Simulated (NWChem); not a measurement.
# CH4CdO2; SMILES [OH][Cd][O]C

```xyz
8

Cd    -0.6764     0.4559     0.0042
O     -1.4035     2.2772     0.0046
H     -0.7023     2.9386    -0.0072
O      0.0778    -1.3585     0.0036
C     -0.6933    -2.5152     0.0010
H     -1.3443    -2.6231    -0.8923
H     -0.0199    -3.3935     0.0025
H     -1.3492    -2.6239     0.8905
```
Atoms are numbered in this order, from 1.

This is a stationary point of PBE0/def2-SVP with def2 effective core potentials on Cd (NWChem), point group C1. def2 effective core potentials on Cd; no spin-orbit coupling.

Task: Is it a minimum? If not, what does it relax to?

Result: No. It has an imaginary frequency of 138i cm⁻¹. Following that mode (on a finer grid) lowers the energy by 0.7 kcal/mol and ends, with real frequencies alone, at point group C1:
```xyz
8

Cd     0.1846     0.3516    -0.1297
O     -0.2887     2.2474    -0.2737
H     -0.5497     2.6082     0.5812
O      0.8157    -1.5069    -0.1378
C     -0.0237    -2.6029     0.0269
H     -0.8168    -2.6859    -0.7458
H      0.5785    -3.5286    -0.0443
H     -0.5323    -2.6366     1.0134
```
